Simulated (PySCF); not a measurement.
CH4F3NSi, singlet, at a GFN2-xTB geometry. Base run: DF-PBE/STO-3G run with PySCF.

Input for PySCF:
```python
from pyscf import gto, scf, dft

mol = gto.M(
    atom='''
C    -2.35409166    0.00418145    0.48603344
N    -1.08568601    0.69683021    0.35768082
Si    0.39420090    0.01114518   -0.07141534
F     1.12024853   -0.94154619    0.97395098
F     1.43799710    1.16334027   -0.36771303
F     0.25820529   -0.90317444   -1.35650450
H    -2.56899050   -0.25365392    1.52644436
H    -2.32235780   -0.91113114   -0.09862153
H    -3.15844494    0.63479045    0.10575543
H    -1.09272546    1.60348510    0.79866907
''',
    basis='sto-3g',
    verbose=4,
    max_memory=1800,
)

mf = dft.RKS(mol)
mf.xc = 'pbe'
mf = mf.density_fit(auxbasis='def2-universal-jkfit')
mf.kernel()
```

All variants below ran on the same shared machine, one core each. Differences are taken from the largest basis of the Pople family in the series, which isn't the basis-set limit (6-311+G(2d,p): -684.104376 Eh). The cheapest run took about 8 core-seconds (a rough figure).

```
setting        basis functions  cost, times the cheapest (rough)  difference in total energy (mEh)
-------------  ---------------  --------------------------------  --------------------------------
STO-3G                      38                                 1                           9237.40
6-31G                       66                                 2                            361.28
6-31G*                      96                                 3                            195.10
6-31G**                    108                                 3                            187.55
6-311G**                   140                                 3                             39.42
6-311+G(2d,p)              194                                 6                         reference
```

Times come from a shared machine, hold the start-up and are rough. Total energies converge more slowly with the basis than energy differences do.
